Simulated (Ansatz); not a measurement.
Input for Ansatz (an electronic-structure program): R-RI-MP2/cc-pVQZ on C2H3BO2 (SMILES C#CB(O)O), a point of a torsion scan. Files ending in .json are basis or fitting sets from the Basis Set Exchange.

Ansatz 0.2 input:
```yaml
crystal:
  periodic: [false, false, false]
  atoms:
    - {symbol: C, position_ang: [1.91616968, 0.41551667, 0.17993596]}
    - {symbol: C, position_ang: [0.77174003, 0.06711852, 0.06443381]}
    - {symbol: B, position_ang: [-0.69580370, -0.35193280, -0.12756699]}
    - {symbol: O, position_ang: [-1.20295851, -1.32019414, 0.66487100]}
    - {symbol: O, position_ang: [-1.52974570, 0.32942850, -0.96248377]}
    - {symbol: H, position_ang: [2.91944667, 0.71002646, 0.29458276]}
    - {symbol: H, position_ang: [-1.97322457, -1.76681108, 0.31668502]}
    - {symbol: H, position_ang: [-1.13924702, 1.04217406, -1.46374120]}
basis:
  gaussian:
    orbitals: cc-pVQZ
    fitting: {mean_field: def2-universal-JKFIT, correlation: cc-pVQZ-RIFIT.json}
magnetization: {spin_polarized: false}
correlation: {method: mp2, electrons: outside_noble_gas}
scf: {lower_state_search: off}
```

It printed:

```
WARN ansatz: RAYON_NUM_THREADS=1 ignored (pool sized by the plan → 1); use --threads N
Functional definition: HF
these checks for a lower state are left out or cut short: stability, starts, cluster_reference, orbital_swaps, neighbouring_geometries, increment
integrals: 0.46 GiB planned
433 factors; integrals over basis functions are off by at most 2.2e0 eV
mean field: 0.73 GiB planned
mean field evaluation 1: about -6854.8150 eV, gradient 4.8e1 eV
mean field evaluation 2: about -6858.1873 eV, gradient 2.6e1 eV
mean field evaluation 4: about -6859.2341 eV, gradient 9.9e-1 eV
mean field -6859.23750506 eV, -252.0723289529 hartree, gradient 6.7e-7 eV, S^2 0.000000; 0 other end points of the search recorded, 0 dependent functions left out
5 core orbitals not correlated
825 factors; their error is unknown
reference -6859.23750506 eV, -252.0723289529 hartree; 13, 13 occupied and 347, 347 virtual orbitals, 825 factors
second order -25.39085863 eV of doubles, -0.00000000 eV of singles
Total energy: -6884.62836369 eV, -253.0054257970 hartree
Checks for a lower state left out: stability, starts, cluster_reference, orbital_swaps, neighbouring_geometries, increment
```

The run converged.

Cost: around 7 core-seconds (rough).
